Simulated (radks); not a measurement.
All-electron atom: neutral holmium in [Xe] 4f11 6s2. All-electron calculation, Dirac Kohn-Sham, Wu-Cohen GGA, spin-unpolarised, spherical densities, finite nucleus; open shells fill j = l - 1/2 first; Fermi nuclear charge, rms radius 5.2022 fm. Program: a radial shooting solver on a logarithmic mesh with Libxc functionals.

Unscreened Slater integrals over Kohn-Sham orbitals (hartree). Large and small components are both included. Empty in this configuration: 6p1/2.

\begin{tabular}{lr}
integral & value \\ \hline
F0(4f7/2,4f7/2) & 1.1033 \\
F2(4f7/2,4f7/2) & 0.50558 \\
F4(4f7/2,4f7/2) & 0.31389 \\
F6(4f7/2,4f7/2) & 0.22493 \\
F0(4f7/2,4f5/2) & 1.1156 \\
F2(4f7/2,4f5/2) & 0.51223 \\
F4(4f7/2,4f5/2) & 0.31818 \\
G2(4f7/2,4f5/2) & 0.51095 \\
G4(4f7/2,4f5/2) & 0.31743 \\
G6(4f7/2,4f5/2) & 0.22752 \\
F0(4f7/2,6s1/2) & 0.29243 \\
G3(4f7/2,6s1/2) & 0.010093 \\
F0(4f7/2,5p3/2) & 0.69252 \\
F2(4f7/2,5p3/2) & 0.23392 \\
G2(4f7/2,5p3/2) & 0.12865 \\
G4(4f7/2,5p3/2) & 0.096749 \\
F0(4f7/2,6p1/2) & 0.21692 \\
G4(4f7/2,6p1/2) & 0.0044777 \\
F0(4f5/2,4f5/2) & 1.1283 \\
F2(4f5/2,4f5/2) & 0.51912 \\
F4(4f5/2,4f5/2) & 0.32265 \\
F0(4f5/2,6s1/2) & 0.29284 \\
G3(4f5/2,6s1/2) & 0.0095249 \\
F0(4f5/2,5p3/2) & 0.69619 \\
F2(4f5/2,5p3/2) & 0.23217 \\
G2(4f5/2,5p3/2) & 0.12506 \\
G4(4f5/2,5p3/2) & 0.094535 \\
F0(4f5/2,6p1/2) & 0.21711 \\
G2(4f5/2,6p1/2) & 0.0048989 \\
F0(6s1/2,6s1/2) & 0.22368 \\
F0(6s1/2,5p3/2) & 0.28156 \\
G1(6s1/2,5p3/2) & 0.020887 \\
F0(6s1/2,6p1/2) & 0.18575 \\
G1(6s1/2,6p1/2) & 0.11233 \\
F0(5p3/2,5p3/2) & 0.57925 \\
F2(5p3/2,5p3/2) & 0.30951 \\
F0(5p3/2,6p1/2) & 0.21168 \\
G2(5p3/2,6p1/2) & 0.0080424 \\
F0(6p1/2,6p1/2) & 0.16325 \\
\end{tabular}
